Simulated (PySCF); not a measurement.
NiS₂: double against triple zeta

Base calculation in PySCF with density fitting and no spin–orbit coupling, PBE0/def2-SVP (no relativity): triplet, C2v, Ni–S 2.118 Å (×2), S–S 2.122 Å; Ni–S–S 59.9° (×2), S–Ni–S 60.1°; wavenumbers 248, 324, 521 cm⁻¹; dipole moment 5.19 D, polar-tensor charge of Ni 0.66 e, atomisation energy (no zero-point energy) 620 kJ/mol.

Q: What changes on going to PBE0/def2-TZVP (no relativity)?

A: The point group stays the same. Changes: mean bond to Ni +0.030 Å, highest wavenumber +53 cm⁻¹, lowest wavenumber +16 cm⁻¹, dipole moment -1.38 D, polar-tensor charge of Ni -0.27 e, atomisation energy (no zero-point energy) +77 kJ/mol. The new structure has Ni–S 2.148 Å (×2), S–S 2.032 Å; Ni–S–S 61.8° (×2), S–Ni–S 56.5°, with wavenumbers 264, 308, 574 cm⁻¹.

Open d or f shells are single determinants, so the state found may not be the ground state. Only the bonding shown was studied: isomers, or loss of a ligand pair, can lie lower.
